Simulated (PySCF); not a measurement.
A GIAO shielding run with PySCF 2.14 (density fitting, non-relativistic, gas phase) on SMILES [GeH3][N](CC)[SiH3], C2H11GeNSi:

```
{"job": {"kind": "nmr", "xc": "OPBE", "basis": "pcSseg-1", "pop": false}, "charge": 0, "multiplicity": 1}
C      1.850130     0.639649    -0.059180
C      0.571130     0.677216     0.765207
N     -0.650397     0.482337    -0.011714
Si    -1.466085     1.886408    -0.632868
Ge    -1.100196    -1.248858    -0.464678
H      1.975175    -0.335291    -0.556396
H      2.734532     0.810335     0.574421
H      1.836162     1.412710    -0.843123
H      0.623850    -0.086905     1.563031
H      0.505636     1.645602     1.295255
H     -1.731339     2.857096     0.477502
H     -0.681836     2.631840    -1.673810
H     -2.752774     1.443972    -1.247109
H     -2.570138    -1.251625    -0.910110
H     -0.216162    -1.809093    -1.602059
H     -0.884310    -2.109887     0.796290
```

Hardware: 1 thread of an Arm Neoverse V2, shared host.

Task: How large is the calculation?

Result: 76 electrons, 171 basis functions and 981 auxiliary functions.

Task: How long does it take?

Result: 26 s of wall time, with 13 SCF cycles. Times on a shared host scatter by some tens of per cent.

Task: And these other runs on the same molecule and hardware: GIAO shielding at B3LYP/pcSseg-1; GIAO shielding at B97-D/pcSseg-1; GIAO shielding at BLYP/pcSseg-1; GIAO shielding at BP86/pcSseg-1; GIAO shielding at HF/pcSseg-1; GIAO shielding at KT2/pcSseg-1?

Result: B3LYP/pcSseg-1: 171 functions, 21 s; B97-D/pcSseg-1: 171 functions, 25 s; BLYP/pcSseg-1: 171 functions, 25 s; BP86/pcSseg-1: 171 functions, 25 s; HF/pcSseg-1: 171 functions, 9.3 s; KT2/pcSseg-1: 171 functions, 26 s.
